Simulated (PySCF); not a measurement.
C2H6OSi, SMILES C[SiH2]C=O. Heavy atoms are numbered as in [CH3:1][SiH2:2][CH:3]=[O:4]. Hydrogens are named by the atom that carries them.

Geometry optimised at B3LYP-D3(BJ)/def2-SVP. Other conformers were not sampled.

Calculation: PBE/pcSseg-1 (PySCF).

GIAO shieldings, no solvent; atoms alike by connectivity are averaged. δ = σ(ref) − σ: ¹³C against TMS (σ = 182.0 ppm); ²⁹Si against TMS (σ = 335.4 ppm); ¹⁷O against H2O (σ = 334.3 ppm); ¹H against TMS (σ = 31.49 ppm), references at their B3LYP-D3(BJ)/def2-TZVP geometries, non-relativistic.

Computed chemical shifts:
| nucleus | atoms | count | δ (ppm) |
|---|---|---|---|
| ¹³C | C3 (CH) | 1 | 246.4 |
| ¹³C | C1 (CH3) | 1 | -10.3 |
| ²⁹Si | Si2 (SiH2) | 1 | -56.7 |
| ¹⁷O | O4 | 1 | 931.2 |
| ¹H | H on C3 | 1 | 12.78 |
| ¹H | H on Si2 | 2 | 4.67 |
| ¹H | H on C1 | 3 | 0.53 |
